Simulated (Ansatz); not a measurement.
Reaction (cleavage of the Si–Al bond): `C[SiH2][AlH][O][SiH3]` + `CC[SeH]` → `CC[Se][SiH2]C` + `[AlH2][O][SiH3]`

Program: Ansatz. Geometries: PBE0-D4/def2-TZVP. ΔE: electronic, gas phase. CBS: MP2 limit from def2 TZ/QZ plus the TZ coupled-cluster correction, frozen cores. Functionals use def2-TZVPP. B3LYP here is the variant with VWN-RPA as its local correlation; programs differ in this. For Se outer-core shells are correlated without core-valence functions, which leaves a few kJ/mol of doubt a bond. Scalar relativity is left out up to krypton. Each species was taken in one conformer, which may not be the lowest.

Is it downhill or uphill in electronic energy at CCSD(T)/CBS, and by how much? (An estimate is asked.)

Ansatz gave: Downhill: ΔE = -0.67 eV.

What do these levels give: PBE0-D4, B3LYP-D4, ωB97X-V, B2PLYP, PBE, PBE0, B3LYP, HF/def2-TZVPP, CCSD/def2-TZVPP, CCSD(T)/def2-TZVPP, HF/def2-QZVPP, MP2/CBS(def2)? (Best estimate.)

The calculation gave: PBE0-D4 -0.57, B3LYP-D4 -0.63, ωB97X-V -0.62, B2PLYP -0.65, PBE -0.49, PBE0 -0.54, B3LYP -0.58, HF/def2-TZVPP -0.70, CCSD/def2-TZVPP -0.62, CCSD(T)/def2-TZVPP -0.62, HF/def2-QZVPP -0.70, MP2/CBS(def2) -0.81 eV.

Largest T1 diagnostic among the species: 0.012.

From PBE to PBE0 (25 % exact exchange), in def2-TZVPP and without D4, ΔE moves by −0.06 eV. The D4 term adds −0.05 eV with B3LYP and −0.02 eV with PBE0; it sums over pairs of atoms, weighted by their polarisabilities, and B3LYP, whose exchange is more repulsive, gets the larger term.
